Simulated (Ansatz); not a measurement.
Basis-set extrapolation for `OCCO[SiH3]` (PBE0-D4/def2-TZVP geometry, frozen core, the Gaussian-basis code of Ansatz). Multiplicity 1, RHF reference.

|  | def2-TZVPP | def2-QZVPP |
| --- | --- | --- |
| HF | -519.185286 | -519.205832 |
| MP2 correlation | -0.948858 | -1.019235 |
| CCSD(T) correlation | -1.029744 | not run |

Energies in hartree. Use E(X) = E(∞) + A·exp(−7.88·√X) for Hartree–Fock and E(X) = E(∞) + B·X^(−2.97) for correlation, with X = 3 and 4, and add CCSD(T) minus MP2 of the smaller set to the MP2 limit.

Q: What is the CCSD(T) energy at the basis-set limit?

A: HF limit: -519.205832 + (-0.020546) × 0.13774 = -519.20866. MP2 limit: -1.019235 + (-0.070377) × 0.74074 = -1.07137. Higher-order term: -1.029744 − (-0.948858) = -0.08089. Total: -520.36092 hartree, 91.5 kcal/mol below CCSD(T)/def2-TZVPP.
